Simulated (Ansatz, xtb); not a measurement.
Ligand exchange: IBr + CH3Na → CH3I + NaBr

Species: IBr (iodine monobromide), singlet; CH3Na `[CH3][Na]`, singlet; CH3I (methyl iodide) `CI`, singlet; NaBr, singlet. The partners trade Br for CH3: I–Br and Na–CH3 bonds give way to I–CH3 and Na–Br.

Shapes, held fixed at every level: PBE0-D4/def2-TZVP. Programs: Ansatz 0.2.0, xtb 6.7.1. The zero-point and thermal change to 298 K, harmonic and unscaled (PBE0-D4/def2-TZVP), is +8.8 kJ/mol.

```json
{"level": "GFN1-xTB", "kind": "semi-empirical", "ΔH(298 K) (kJ/mol)": "-198.7", "less CCSD(T)/def2-TZVPP": "+92.5"}
{"level": "HF/def2-TZVPP", "kind": "Hartree–Fock", "ΔH(298 K) (kJ/mol)": "-330.1", "less CCSD(T)/def2-TZVPP": "-38.9"}
{"level": "PBE-D4/def2-TZVPP", "kind": "GGA", "ΔH(298 K) (kJ/mol)": "-254.3", "less CCSD(T)/def2-TZVPP": "+36.9"}
{"level": "r2SCAN0-D4/def2-TZVPP", "kind": "global hybrid", "ΔH(298 K) (kJ/mol)": "-300.4", "less CCSD(T)/def2-TZVPP": "-9.2"}
{"level": "wB97X-V/def2-TZVPP", "kind": "range-separated hybrid", "ΔH(298 K) (kJ/mol)": "-291.8", "less CCSD(T)/def2-TZVPP": "-0.6"}
{"level": "MP2/def2-SVP", "kind": "perturbation theory", "ΔH(298 K) (kJ/mol)": "-312.7", "less CCSD(T)/def2-TZVPP": "-21.5"}
{"level": "CCSD/def2-SVP", "kind": "coupled cluster or CI", "ΔH(298 K) (kJ/mol)": "-305.3", "less CCSD(T)/def2-TZVPP": "-14.1"}
{"level": "CCSD(T)/def2-TZVPP", "kind": "coupled cluster or CI", "ΔH(298 K) (kJ/mol)": "-291.2", "less CCSD(T)/def2-TZVPP": "0.0"}
```

The highest level, CCSD(T)/def2-TZVPP, gives ΔH(298 K) = -291.2 kJ/mol; the levels span -330.1 to -198.7. GFN1-xTB strays far from the other rows. The column of differences is taken from that level and isn't an error. No measured value is set beside it here. For atoms past krypton def2 sets carry core potentials with scalar relativity. Relativity is left out for Br. Outer-core shells of Br, I, Na are correlated in most correlated rows, in sets that cover them unevenly.
